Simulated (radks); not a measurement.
The nuclear charge of the manganese ion Mn+ is varied continuously with 24 electrons held in [Ar] 3d5 4s1. All-electron calculation, scalar-relativistic Kohn-Sham, LDA (Slater exchange, Perdew-Wang correlation), spin-polarised, spherical densities, point nucleus; open shells are filled with parallel spins first. Program: a radial shooting solver on a logarithmic mesh with Libxc functionals. By the Hellmann-Feynman theorem dE/dZ = E(electron-nucleus)/Z, the electronic potential at the nucleus. The scalar-relativistic energy here is not variational (the density holds large components alone), so the two differ by a part that grows with Z.

Z     E (hartree)  E(electron-nucleus)/Z (hartree)  HOMO  e(HOMO) (eV)  <r> HOMO (bohr)
24    -1048.66841                         -104.393    3d        -3.886            1.473
24.2  -1069.67896                         -105.563    3d        -5.976            1.392
24.4  -1090.92359                         -106.730    4s        -7.586            3.035
24.6  -1112.40166                         -107.893    4s        -9.236            2.922
24.8  -1134.11266                         -109.054    4s       -10.994            2.819
25    -1156.05615                         -110.214    4s       -12.855            2.725
25.2  -1178.23180                         -111.371    4s       -14.815            2.638
25.4  -1200.63932                         -112.527    4s       -16.872            2.558
25.6  -1223.27848                         -113.683    4s       -19.021            2.484
25.8  -1246.14911                         -114.837    4s       -21.261            2.415
26    -1269.25105                         -115.990    4s       -23.590            2.351

The central difference of E at Z = 25 is -110.298 hartree, to compare with the third column; the second derivative is -5.8 hartree.
